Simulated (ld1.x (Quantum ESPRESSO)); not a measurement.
**Transferability test, RRKJ potential for B (Z = 5)**

boron, norm-conserving RRKJ (Kleinman–Bylander form), made with ld1.x (Quantum ESPRESSO) 7.5 (PW91, scalar-relativistic). Core [He], reference 2s2 2p1. Waves: 2s (bound): rc 1.55 bohr; 2p (bound): rc 2.15 bohr. Local part: all-electron potential smoothed inside 1.70 bohr (lloc = -1). Core correction: a·sin(br)/r model core, default radius (core density twice the valence density). rho0 = 0.01.

Energies are relative to the spin-unpolarised reference configuration 2s2 2p1; without spin polarisation the order of configurations can differ from experiment. The frozen-core shift is the all-electron ΔE with the core orbitals held at their reference shape minus the fully relaxed ΔE.

Q: Give the all-electron excitation energy and the error of the potential for: 2s2 2p0; 2s1 2p0; 2s2 2p0.5; 2s0 2p3; 2s1 2p1; 2s2 2p1.3; 2s1 2p2.

A:

```json
{"valence configuration": "2s2 2p0", "charge": "+1", "ΔE all-electron (eV)": "8.268", "error AE − PS (meV)": "+27", "frozen-core shift (meV)": "+0.4"}
{"valence configuration": "2s1 2p0", "charge": "+2", "ΔE all-electron (eV)": "33.736", "error AE − PS (meV)": "+118", "frozen-core shift (meV)": "+6.3"}
{"valence configuration": "2s2 2p0.5", "charge": "+0.5", "ΔE all-electron (eV)": "2.911", "error AE − PS (meV)": "+3.3", "frozen-core shift (meV)": "0.0"}
{"valence configuration": "2s0 2p3", "charge": "0", "ΔE all-electron (eV)": "11.719", "error AE − PS (meV)": "-14", "frozen-core shift (meV)": "+1.7"}
{"valence configuration": "2s1 2p1", "charge": "+1", "ΔE all-electron (eV)": "14.407", "error AE − PS (meV)": "-9.2", "frozen-core shift (meV)": "+1.0"}
{"valence configuration": "2s2 2p1.3", "charge": "-0.3", "ΔE all-electron (eV)": "-0.751", "error AE − PS (meV)": "+0.3", "frozen-core shift (meV)": "0.0"}
{"valence configuration": "2s1 2p2", "charge": "0", "ΔE all-electron (eV)": "5.850", "error AE − PS (meV)": "-3.5", "frozen-core shift (meV)": "+0.4"}
```

Levels in the configuration 2s0 2p3:

```json
{"level": "2p", "all-electron (eV)": "-4.480", "pseudo (eV)": "-4.496"}
```
